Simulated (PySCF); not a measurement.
**A computed series [M(H2O)]3+**

Computed with PySCF 2.14.0, B3LYP, def2-SVP on the ligands, density fitting, scalar-relativistic core potentials, no spin-orbit coupling, vacuum. Each member is relaxed from one template within its symmetry. Distances are means of the shortest metal–ligand contacts, charges and spins Mulliken's; removal energies are rigid, with the ligand's formal charge and no counterpoise, so too large; for an anion taken off a cation in vacuum most of it is the attraction of opposite charges, and multiply charged cations can part far more cheaply with an electron moved from ligand to metal. lcecp potentials hold a fixed number of 4f electrons in the core, out of states, spins and gaps.

| metal | basis on the metal | point group | M–H2O (Å) | charge on M (e) | removal of one H2O (eV) | strongest infrared band, degenerate modes summed (cm⁻¹) | unstable modes (below −25 cm⁻¹) |
| --- | --- | --- | --- | --- | --- | --- | --- |
| Pr | lcecp-1-SVP with ECP48 | C2v | 2.296 | 2.58 | 4.70 | 3383 | 0 |
| Yb | lcecp-1-SVP with ECP59 | C2v | 2.129 | 2.52 | 5.59 | 3308 | 0 |
| Lu | lcecp-1-SVP with ECP60 | C2v | 2.120 | 2.50 | 5.66 | 3307 | 0 |

Problem. What does the calculation give for Eu, lcecp-1-SVP with ECP52?

Solution. point group: C2v, M–H2O (Å): 2.225, charge on M (e): 2.55, removal of one H2O (eV): 5.06, strongest infrared band, degenerate modes summed (cm⁻¹): 3352, unstable modes (below −25 cm⁻¹): 0.
```xyz
4

Eu    0.0000    0.0000   -0.0947
O     0.0000    0.0000    2.1307
H     0.7824    0.0000    2.7619
H    -0.7824    0.0000    2.7619
```

From Pr to Lu the M–H2O distance shrinks by 0.18 Å, the lanthanide contraction, and the energy to remove one H2O rises by 0.96 eV.

One start shape was tried for each, so a minimum needn't be the lowest isomer.
